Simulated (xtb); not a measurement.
C4H10N (SMILES [CH2]C(C)(C)N), doublet, from a rough starting geometry; GFN2-xTB (xtb).

xtb was given this input:
```
$ xtb mol.xyz --gfn 2 --uhf 1 --opt vtight --json

# file mol.xyz
15

C      0.65579007    -0.37616418     1.28941910
C      0.00480745     0.06467777     0.04961484
C     -0.92765327    -1.09592207    -0.45360649
C      1.01361783     0.39301428    -0.97625576
N     -0.87799103     1.24397822     0.30780518
H      0.05263873    -0.78574195     2.10243865
H      1.63898385     0.03410383     1.63772351
H     -1.63895409    -1.34420711     0.33884363
H     -1.46067738    -0.66641158    -1.29570338
H     -0.41240782    -1.96664460    -0.73464678
H      0.57236809     0.77422817    -1.89982049
H      1.65596862     1.25177326    -0.62160826
H      1.61698184    -0.44814607    -1.28473134
H     -1.61125776     1.02363362     0.95976720
H     -0.29653085     1.98292313     0.68194126
```

Output, abridged:

```
   ID    Z sym.   atoms
    1    6 C      1-4
    2    7 N      5
    3    1 H      6-15

           -------------------------------------------------
          |                Calculation Setup                |
           -------------------------------------------------

           -------------------------------------------------
          |                 G F N 2 - x T B                 |
           -------------------------------------------------

          ...................................................
          :                      SETUP                      :
          :.................................................:
          :  # basis functions                  30          :
          :  # atomic orbitals                  30          :
          :  # shells                           20          :
          :  # electrons                        31          :
          :  max. iterations                   250          :
          :  Hamiltonian                  GFN2-xTB          :
          :  restarted?                      false          :
          :  GBSA solvation                  false          :
          :  PC potential                    false          :
          :  electronic temp.          300.0000000     K    :
          :  accuracy                    1.0000000          :
          :  -> integral cutoff          0.2500000E+02      :
          :  -> integral neglect         0.1000000E-07      :
          :  -> SCF convergence          0.1000000E-05 Eh   :
          :  -> wf. convergence          0.1000000E-03 e    :
          :  Broyden damping             0.4000000          :
          :  net charge                          0          :
          :  unpaired electrons                  1          :
          ...................................................

 iter      E             dE          RMSdq      gap      omega  full diag
   1    -16.6709664 -0.166710E+02  0.276E+00    9.39       0.0  T
   2    -16.7065180 -0.355516E-01  0.189E+00    8.68       1.0  T
   3    -16.7118210 -0.530298E-02  0.977E-01    9.35       1.0  T
   4    -16.7123046 -0.483627E-03  0.313E-01    9.17       1.0  T
   5    -16.7124477 -0.143046E-03  0.607E-02    9.22       1.0  T
   6    -16.7124488 -0.109559E-05  0.217E-02    9.22       1.2  T
   7    -16.7124503 -0.154250E-05  0.407E-03    9.22       6.3  T
   8    -16.7124504 -0.103751E-06  0.163E-03    9.22      15.8  T
   9    -16.7124504 -0.326652E-08  0.262E-04    9.22      98.4  T
  10    -16.7124504 -0.949427E-10  0.121E-04    9.22     213.5  T

   *** convergence criteria satisfied after 10 iterations ***

         :::::::::::::::::::::::::::::::::::::::::::::::::::::
         ::                     SUMMARY                     ::
         :::::::::::::::::::::::::::::::::::::::::::::::::::::
         :: total energy             -16.482390882322 Eh    ::
         :: gradient norm              0.096152120554 Eh/a0 ::
         :: HOMO-LUMO gap              9.220007377346 eV    ::
         ::.................................................::
         :: SCC energy               -16.712434707318 Eh    ::
         :: -> isotropic ES            0.013645485257 Eh    ::
         :: -> anisotropic ES          0.005591451824 Eh    ::
         :: -> anisotropic XC          0.013829421742 Eh    ::
         :: -> dispersion             -0.008221810546 Eh    ::
         :: repulsion energy           0.230043824996 Eh    ::
         :: add. restraining           0.000000000000 Eh    ::
         :: total charge               0.000000000000 e     ::
         :::::::::::::::::::::::::::::::::::::::::::::::::::::

      -----------------------------------------------------------
     |                   =====================                   |
     |                        A N C O P T                        |
     |                   =====================                   |
     |               Approximate Normal Coordinate               |
[...]
 * total energy  :   -16.4911176 Eh     change       -0.1088037E-02 Eh
 * total energy  :   -16.4911801 Eh     change       -0.6249955E-04 Eh
 * total energy  :   -16.4912007 Eh     change       -0.2056311E-04 Eh
 * total energy  :   -16.4912211 Eh     change       -0.2039790E-04 Eh
 * total energy  :   -16.4912338 Eh     change       -0.1266947E-04 Eh
 * total energy  :   -16.4912489 Eh     change       -0.1516444E-04 Eh
 * total energy  :   -16.4912535 Eh     change       -0.4621894E-05 Eh
 * total energy  :   -16.4912542 Eh     change       -0.6354961E-06 Eh
 * total energy  :   -16.4912548 Eh     change       -0.5896199E-06 Eh
 * total energy  :   -16.4912550 Eh     change       -0.2476800E-06 Eh
 * total energy  :   -16.4912552 Eh     change       -0.1671248E-06 Eh
 * total energy  :   -16.4912553 Eh     change       -0.6313136E-07 Eh
   *** GEOMETRY OPTIMIZATION CONVERGED AFTER 14 ITERATIONS ***
         :: total energy             -16.491255251758 Eh    ::
[...]
        25                          0.2230941               6.0707
        26                          0.2465834               6.7099
        27                          0.2556834               6.9575
       ...                                ...                  ...
        30                          0.3450399               9.3890
      -------------------------------------------------------------
                  HL-Gap            0.3452955 Eh            9.3960 eV
             Fermi-level           -0.2382138 Eh           -6.4821 eV

     #   Z          covCN         q      C6AA      α(0)
     1   6 C        2.845    -0.132    31.365     9.179
     2   6 C        3.833     0.103    18.866     6.180
     3   6 C        3.761    -0.115    22.746     6.799
     4   6 C        3.761    -0.115    22.746     6.799
     5   7 N        2.640    -0.328    28.447     7.921
     6   1 H        0.926     0.023     2.681     2.560
     7   1 H        0.926     0.023     2.681     2.560
     8   1 H        0.925     0.038     2.479     2.462
     9   1 H        0.925     0.049     2.335     2.389
    10   1 H        0.925     0.041     2.434     2.440
    11   1 H        0.925     0.049     2.335     2.390
    12   1 H        0.925     0.038     2.479     2.462
    13   1 H        0.925     0.041     2.434     2.440
    14   1 H        0.860     0.142     1.454     1.889
    15   1 H        0.860     0.142     1.454     1.889

 Mol. C6AA /au·bohr⁶  :       1581.097770
 Mol. C8AA /au·bohr⁸  :      33026.670372
 Mol. α(0) /au        :         60.358362

Wiberg/Mayer (AO) data.
largest (>0.10) Wiberg bond orders for each atom

 ---------------------------------------------------------------------------
     #   Z sym  total        # sym  WBO       # sym  WBO       # sym  WBO
 ---------------------------------------------------------------------------
     1   6 C    3.234 --     2 C    1.050     7 H    0.984     6 H    0.984
                             5 N    0.176
     2   6 C    3.976 --     1 C    1.050     4 C    0.991     3 C    0.991
                             5 N    0.941
     3   6 C    3.996 --     2 C    0.991    10 H    0.986     8 H    0.985
                             9 H    0.985
     4   6 C    3.996 --     2 C    0.991    13 H    0.986    12 H    0.985
                            11 H    0.985
     5   7 N    3.083 --    14 H    0.964    15 H    0.964     2 C    0.941
                             1 C    0.176
     6   1 H    0.999 --     1 C    0.984
     7   1 H    0.999 --     1 C    0.984
     8   1 H    0.999 --     3 C    0.985
     9   1 H    0.998 --     3 C    0.985
    10   1 H    0.998 --     3 C    0.986
    11   1 H    0.998 --     4 C    0.985
    12   1 H    0.999 --     4 C    0.985
    13   1 H    0.998 --     4 C    0.986
    14   1 H    0.980 --     5 N    0.964
    15   1 H    0.980 --     5 N    0.964
 ---------------------------------------------------------------------------

Topologies differ in total number of bonds
Writing topology from bond orders to xtbtopo.mol

molecular dipole:
                 x           y           z       tot (Debye)
 q only:       -0.064       0.062      -0.059
   full:        0.016       0.101       0.327       0.870
molecular quadrupole (traceless):
                xx          xy          yy          xz          yz          zz
 q only:       -0.112       0.730       0.278      -1.213       1.260      -0.166
  q+dip:       -0.526       1.964      -0.351      -1.788       2.164       0.877
   full:       -0.525       1.743      -0.026      -2.082       2.464       0.552

optimized geometry written to: xtbopt.xyz

           -------------------------------------------------
          | TOTAL ENERGY              -16.491255251758 Eh   |
          | GRADIENT NORM               0.000082589850 Eh/α |
          | HOMO-LUMO GAP               9.395969353013 eV   |
           -------------------------------------------------

normal termination of xtb
```
